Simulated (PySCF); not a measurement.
# [ClI2]+, singlet: structure and spectrum

These are results of PBE0/[Cl def2-SVP, I def2-SVP with ECP28], scalar-relativistic core potentials, density fitting, no spin–orbit coupling, PySCF, not measurements.

The structure is a minimum.

```json
{
  "Point group": "C2v",
  "Bond lengths": "Cl–I 2.430 Å (×2)",
  "Bond angles": "I–Cl–I 114.1°",
  "Principal quadrupole moments (Buckingham, traceless) about the centre of mass": "-17.07, -9.56, 26.64 D Å",
  "Principal polarisabilities": "33.9, 44.3, 124.9 bohr³",
  "Enthalpy at 298.15 K above 0 K": "14.23 kJ/mol",
  "Highest occupied level": "-13.22 eV",
  "Lowest empty level": "-10.64 eV",
  "Rotational symmetry number": "2",
  "Zero-point energy": "3.9 kJ/mol",
  "Heat capacity Cp at 298.15 K": "55.6 J/(mol K)",
  "Rotational constants": "0.3142, 0.01597, 0.01519 cm⁻¹",
  "Dipole moment about the centre of mass": "0.11 D",
  "Entropy at 298.15 K and 1 bar": "325.9 J/(mol K)"
}
```

Harmonic modes (masses in u: Cl 34.969, I 126.904):
```csv
symmetry,ω (cm⁻¹),IR (km/mol)
a1,76,0.1
a1,282,0.4
b2,301,10.0
```

In C2v the vibrations span 2a1 + b2. Here b1 is antisymmetric to the molecular plane and b2 lies in it.

Charges (e):
| atom | Mulliken | Löwdin | polar tensor | Mayer order to Cl1 |
| --- | --- | --- | --- | --- |
| Cl1 | 0.03 | 0.23 | 0.27 | – |
| I2,3 | 0.48 | 0.38 | 0.36 | 0.80 |

Mulliken populations on Cl1: s 5.97, p 10.96, d 0.04.

Outer orbital energies (eV). occupied: -24.94, -18.84, -17.98, -17.28, -13.82, -13.69, -13.56, -13.22; empty: -10.64, -9.56, 0.82, 2.28.

Counting electrons, chlorine keeps 4 of its valence electrons outside its bonds, so the VSEPR class is AX2E2 and the expected shape is bent (C2v), as computed.

Only a few start shapes were tried, so a lower isomer may exist.

The final relaxation and frequency run took about 40 core-seconds on a shared host.
